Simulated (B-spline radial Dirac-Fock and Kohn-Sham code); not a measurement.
# Os⁶⁺: non-radiative channels of the K vacancy

System: Os⁶⁺, configuration [Xe] 4f14 5d2.

Model: one-electron (LDA, Dirac) transition rates at Dirac-Fock energies. Program: a radial finite-basis atomic code. Kinetic energies are configuration averages from the vacuum level; the two-hole energies are estimated from single-hole states. The rates lack the Breit term, which in heavy atoms raises K-L1L1 and K-L1L2.

```csv
transition,kinetic energy (eV),width (meV),share (%)
K-L1L1,47590.0,129,8.0
K-L1L2,48186.0,183,11.4
K-L2L2,48702.7,18.6,1.2
K-L1L3,49716.9,159,9.9
K-L2L3,50256.6,368,22.9
K-L3L3,51784.4,147,9.1
K-L1M1,57650.7,50.8,3.2
K-L1M2,57899.3,40.7,2.5
K-L2M1,58231.2,29.4,1.8
K-L1M3,58241.6,36.0,2.2
K-L2M3,58825.0,70.1,4.4
K-L3M1,59747.4,25.0,1.6
K-L3M2,59998.9,64.2,4.0
K-L3M3,60344.8,56.6,3.5
K-L2N3,60868.4,16.0,1.0
K-L3N2,62301.6,14.7,0.9
```

The listed channels hold 88 % of the non-radiative rate. Summed by principal shells, of 1.61 eV in all: KLL 62.5 %, KLM 26.2 %, KLN 6.1 %, KMM 2.6 %, KMN 1.2 %, KLO 1.0 %.

Values without a named source are computed, but for edge energies of neutral atoms, which are taken from tables.
